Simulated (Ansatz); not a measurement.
Correlation energies of Cl₃FH₂SSi₂, SMILES `F[Si](Cl)(Cl)S[SiH2]Cl` by basis set

```xyz
9

F     0.1128   -0.6611   -2.2144
Si    1.0895   -0.6177   -0.9712
Cl    2.5980   -1.9162   -1.3184
Cl    1.7957    1.2772   -0.8646
S     0.1035   -1.2329    0.7791
Si   -1.2461    0.4161    1.0083
Cl   -0.4668    1.8593    2.2262
H    -1.5412    1.0179   -0.3079
H    -2.4456   -0.1426    1.6630
```

The species carries charge 0 and has multiplicity 1. The geometry is a stationary point of PBE0-D4/def2-TZVP. It is one conformer, not always the lowest. Frozen core, restricted reference, Ansatz 0.2.0. CBS rows extrapolate triple and quadruple zeta; past MP2 they add the triple-zeta difference.

| basis | HF (Eh) | MP2 corr. | CCSD corr. | (T) | CCSD(T) total |
| --- | --- | --- | --- | --- | --- |
| def2-TZVPP | -2454.91409 | -1.21861 | -1.28966 | -0.05485 | -2456.25860 |
| def2-QZVPP | -2454.98632 | -1.33875 | – | – | – |
| CBS(def2) | -2454.99627 | -1.42775 | -1.49880 | as TZ | -2456.54992 |
